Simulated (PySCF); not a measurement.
Several molecules and their computed UV-vis stick spectra, shuffled. Computed with TDDFT CAM-B3LYP/def2-SVPD, vertical, gas phase, core orbitals frozen in the response (PySCF). Geometries: GFN2-xTB; one conformer of each isolated species. Triplets are in the Tamm–Dancoff approximation.

A. `[SiH2](C([SiH3])(C#N)C#N)C`
B. `N#CC(=C\[SiH2][SiH3])/C=N\[H]`
C. `C=N[SiH2][SiH2]/C=C/C#N`
D. `C[Si](C#N)(C#N)C[SiH3]`
E. `c1ncn2c1C[SiH2][SiH2]2`

Lowest singlet levels (six at most, fewer where fewer were computed) with oscillator strengths:

1. 180 nm (f 0.017); 166 nm (f 0.021); 164 nm (f 0.008); 162 nm (f 0.021); 159 nm (f 0.015); 156 nm (f 0.007); T1 6.20 eV
2. 312 nm (f 0.001); 236 nm (f 0.005); 218 nm (f 0.449); 202 nm (f 0.027); 200 nm (f 0.017); 195 nm (f 0.040); T1 3.38 eV
3. 233 nm (f 0.000); 224 nm (f 0.008); 203 nm (f 0.001); 195 nm (f 0.002); 194 nm (f 0.007); 194 nm (f 0.137); T1 4.33 eV
4. 284 nm (f 0.005); 235 nm (f 0.475); 204 nm (f 0.029); 193 nm (f 0.019); 191 nm (f 0.017); 184 nm (f 0.020); T1 3.14 eV
5. 175 nm (f 0.004); 174 nm (f 0.000); 167 nm (f 0.018); 167 nm (f 0.001); 167 nm (f 0.008); 165 nm (f 0.019); T1 5.94 eV

**Question.** Match each spectrum to its molecule.

**Answer.** 1 = A, 2 = C, 3 = E, 4 = B, 5 = D.
- A: S1 at 6.87 eV, HOMO→LUMO (38%), HOMO→LUMO+2 (37%); Löwdin shares by element: HOMO nitrogen 37%, carbon 31% or more (atoms not listed hold the other 32%); LUMO silicon 36%, carbon 9% or more, hydrogen 8% or more (atoms not listed hold the other 46%); HOMO -10.12 and LUMO 0.34 eV.
- B: S1 at 4.36 eV, HOMO-1→LUMO (82%); Löwdin shares by element: HOMO carbon 36% or more, nitrogen 14% or more, silicon 10% or more (atoms not listed hold the other 40%); LUMO carbon 49% or more, nitrogen 12% or more, silicon 8% or more (atoms not listed hold the other 31%); HOMO -9.39 and LUMO -1.60 eV.
- C: S1 at 3.97 eV, HOMO→LUMO+1 (92%); Löwdin shares by element: HOMO nitrogen 56% or more, carbon 16% or more, silicon 10% or more, hydrogen 6% or more; LUMO carbon 61% or more, nitrogen 12% or more (atoms not listed hold the other 27%); HOMO -8.67 and LUMO -0.85 eV.
- D: S1 at 7.08 eV, HOMO→LUMO (40%); Löwdin shares by element: HOMO carbon 27% or more, silicon 24%, nitrogen 10% or more (atoms not listed hold the other 39%); LUMO carbon 29% or more, silicon 18% or more, nitrogen 15% or more (atoms not listed hold the other 38%); HOMO -10.88 and LUMO -0.07 eV.
- E: S1 at 5.32 eV, HOMO→LUMO (94%); Löwdin shares by element: HOMO carbon 69% or more, nitrogen 9% or more (atoms not listed hold the other 21%); LUMO silicon 55%, carbon 8% or more, hydrogen 7% or more (atoms not listed hold the other 29%); HOMO -7.64 and LUMO 0.29 eV; point group Cs, 1 of its 6 listed states under f = 0.0005.
